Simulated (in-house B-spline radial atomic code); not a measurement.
Two electrons outside the bare core: Li II (Li+)

Computed with a B-spline radial code for spherical atoms: configuration interaction (CI) of the two electrons, alone and with Breit and QED terms (there is no core, so MBPT adds nothing); no-pair Dirac Hamiltonian, finite nucleus. Labels give the configuration (outer n counted up each series) and the leading LS term, or the jj pair where no LS term holds 70 %.

Command:
```bash
python run_mb.py task.json out
```
Settings (nuclear radius in fm, box in bohr, cutoff in hartree):
```
basis_form          3
Z                   3
core_configuration  
rms_radius          2.444
mass_number         7
speed_of_light      137.036
box_radius          30.0
lmax                6
intervals           68
virtual_cutoff      300.0
```

Cost of the run: 2.2 min on 1 thread of Arm Neoverse N1, with other jobs on the host.

Excitation energies (eV):

| level | purity of the LS term | CI alone | CI + MBPT + Breit + QED | Landé g of the LS mixture | measured (NIST) |
| --- | --- | --- | --- | --- | --- |
| 1s2 1S0 | 1.0 | 0 | 0 | - | 0 |
| 1s2s 3S1 | 1.0 | 59.021 | 59.012 | 2.00 | 59.021 |
| 1s2s 1S0 | 1.0 | 60.924 | 60.916 | - | - |
| 1s2p 3P°1 | 1.0 | 61.281 | 61.272 | 1.50 | 61.28 |
| 1s2p 3P°2 | 1.0 | ? | ? | ? | ? |
| 1s2p 3P°0 | 1.0 | 61.281 | 61.273 | - | 61.281 |
| 1s2p 1P°1 | 1.0 | 62.218 | 62.208 | 1.00 | 62.216 |
| 1s3s 3S1 | 1.0 | 68.783 | 68.773 | 2.00 | 68.781 |
| 1s3s 1S0 | 1.0 | 69.282 | 69.273 | - | 69.28 |
| 1s3p 3P°1 | 1.0 | 69.37 | 69.361 | 1.50 | 69.369 |
| 1s3p 3P°2 | 1.0 | 69.371 | 69.361 | 1.50 | 69.369 |
| 1s3p 3P°0 | 1.0 | ? | ? | ? | ? |
| 1s3d 3D2 | 1.0 | 69.586 | 69.577 | 1.17 | - |
| 1s3d 3D3 | 1.0 | 69.586 | 69.577 | 1.33 | - |
| 1s3d 3D1 | 1.0 | 69.586 | 69.577 | 0.50 | - |
| 1s3d 1D2 | 1.0 | 69.59 | 69.58 | 1.00 | - |
| 1s3p 1P°1 | 1.0 | 69.65 | 69.64 | 1.00 | 69.648 |
| 1s4s 3S1 | 1.0 | 71.911 | 71.901 | 2.00 | - |
| 1s4s 1S0 | 1.0 | 72.111 | 72.102 | - | - |
| 1s4p 3P°2 | 1.0 | 72.146 | 72.136 | 1.50 | - |

(1) Where does 1s3p 3P°0 lie?

(2) Where does 1s2p 3P°2 lie?

(3) What is the first ionisation energy?

Some electric-dipole lines (reduced elements in atomic units, length form; vacuum wavelengths from the computed energies):

| upper | lower | D bare (size) | D with core polarisation (size) | λ (nm) | A (s⁻¹) |
| --- | --- | --- | --- | --- | --- |
| 1s2p 3P°1 | 1s2 1S0 | 0.000488 | 0.000488 | 20.235 | 1.9e+04 |
| 1s2p 3P°1 | 1s2s 3S1 | 2.36 | 2.36 | 548.47 | 2.3e+07 |
| 1s2p 3P°1 | 1s2s 1S0 | 0.00208 | 0.00208 | 3476.3 | 0.069 |
| 1s2p 3P°0 | 1s2s 3S1 | 1.36 | 1.36 | 548.25 | 2.3e+07 |
| 1s2p 1P°1 | 1s2 1S0 | 0.547 | 0.547 | 19.93 | 2.6e+10 |
| 1s2p 1P°1 | 1s2s 3S1 | 0.00211 | 0.00211 | 387.85 | 51 |
| 1s2p 1P°1 | 1s2s 1S0 | 2.59 | 2.59 | 959.03 | 5.1e+06 |
| 1s3p 3P°1 | 1s2 1S0 | 0.000223 | 0.000223 | 17.875 | 5.9e+03 |
| 1s3p 3P°1 | 1s2s 3S1 | 0.859 | 0.859 | 119.8 | 2.9e+08 |
| 1s3p 3P°1 | 1s2s 1S0 | 0.00119 | 0.00119 | 146.81 | 3e+02 |

Weak lines are less accurate than strong ones.

## Answers

(1) 69.37 eV in CI alone and 69.361 eV with all corrections; measured 69.369 eV.

(2) 61.282 eV in CI alone and 61.272 eV with all corrections; g = 1.50; measured 61.281 eV.

(3) 75.632 eV to the 1s1/2 state of the next ion (75.642 eV from CI alone). NIST lists 75.640097 ± 1.2e-06 eV (tabulated theory).
